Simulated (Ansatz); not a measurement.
Consider the isomerisation: `NB1CO1` → `OC1BN1`.

Calculated with Ansatz (gas phase, PBE0-D4/def2-TZVP geometries, no zero-point term in ΔE). CCSD(T)/CBS adds triple-zeta CCSD(T) − MP2 to the extrapolated MP2 energy (def2 sets, frozen cores). Functionals use def2-TZVPP. B3LYP here is the variant with VWN-RPA as its local correlation; programs differ in this. Each species was taken in one conformer, which may not be the lowest.

| level | ΔE (kJ/mol) | difference from CCSD(T)/CBS |
| --- | --- | --- |
| PBE-D4 | 190.1 | -4.7 |
| r2SCAN-D4 | 199.3 | 4.5 |
| B3LYP-D4 | 197.6 | 2.8 |
| ωB97M-V | 194.7 | -0.1 |
| B2PLYP | 200.0 | 5.2 |
| PBE-QIDH | 195.6 | 0.8 |
| r2SCAN | 199.4 | 4.6 |
| PBE0 | 191.7 | -3.1 |
| r2SCAN0 | 197.9 | 3.1 |
| LC-ωPBE | 193.1 | -1.7 |
| RPA@PBE/def2-TZVPP | 194.4 | -0.4 |
| MP2/def2-SVP | 196.5 | 1.7 |
| CCSD(T)/def2-SVP | 192.4 | -2.4 |
| SCS-MP2/def2-TZVPP | 199.9 | 5.1 |
| CCSD/def2-TZVPP | 198.3 | 3.5 |
| MP2/def2-QZVPP | 198.2 | 3.4 |
| CCSD(T)/CBS | 194.8 | 0 |

Largest T1 diagnostic among the species: 0.013.

Leaving LDA and LC-ωPBE aside and taking each functional with its dispersion term where it has one, the values, not all of them listed here, spread over 15.8 kJ/mol, from revPBE-D4 to B97M-V. LDA lies −6.8 kJ/mol from PBE without D4. In def2-TZVPP, CCSD(T) changes the Hartree–Fock value by −6.0 kJ/mol (the triples alone add −1.0 kJ/mol) and MP2 by −3.6 kJ/mol.
